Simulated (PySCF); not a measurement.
CH₁₀FNSi₃, SMILES F[SiH2]C[SiH2]N[SiH3].

Coordinates come from a r2SCAN-D4/def2-SVP optimisation. The structure was generated by enumeration, and PubChem lists no compound with its InChIKey, so it may never have been made. One conformer was computed; it need not be the lowest.

Level of theory: PBE/def2-TZVP (PySCF).

The molecule is in vacuum.

**Question.** Estimate the frontier levels, gap, dipole moment. (Estimate from the structure and the level; the computed values follow.)

**Answer.** 
The highest occupied level is -6.16 eV and the lowest empty level is -0.96 eV. The orbital gap is 5.20 eV. The dipole moment is 0.447 e·Å. The quadrupole, principal values (traceless, Buckingham form, about the centre of nuclear charge) is -9.44, 1.48, 7.96 D·Å.
